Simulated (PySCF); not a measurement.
C2H5ClFNSi, SMILES Cl[Si@H](/C=N/C)F. Atoms are numbered in the order given.

```xyz
11

C     -3.3256    -0.4723     0.0439
N     -1.9823    -0.4216    -0.4564
C     -1.0177    -0.2821     0.3582
Si     0.6944    -0.2086    -0.3857
F      1.5706    -1.4632     0.1474
Cl     1.6291     1.4980     0.2834
H     -3.4001    -0.3819     1.1454
H     -3.7909    -1.4189    -0.2752
H     -3.9138     0.3318    -0.4270
H     -1.1810    -0.1941     1.4562
H      0.6693    -0.2365    -1.8622
```
Charge 0, spin multiplicity 1.

Geometry: PBE0-D3(BJ)/def2-SVP. The structure was generated by enumeration; whether it is a known compound was not checked. Other conformers were not sampled.

The numbers are results of ωB97X/def2-TZVP (PySCF), not measurements.

Isolated molecule, no solvent.

```json
{
  "total_energy": "-983.65961 hartree",
  "highest_occupied_level": "-10.12 eV",
  "lowest_empty_level": "0.81 eV",
  "orbital_gap": "10.93 eV",
  "dipole_moment": "2.45 D",
  "quadrupole, principal values (traceless, Buckingham form, about the centre of nuclear charge)": "-4.89, -2.71, 7.59 D·Å",
  "mean_static_polarisability": "67.1 bohr³ (9.95 Å³)",
  "polarisability_principal_values": "53.7, 59.8, 88.0 bohr³"
}
```
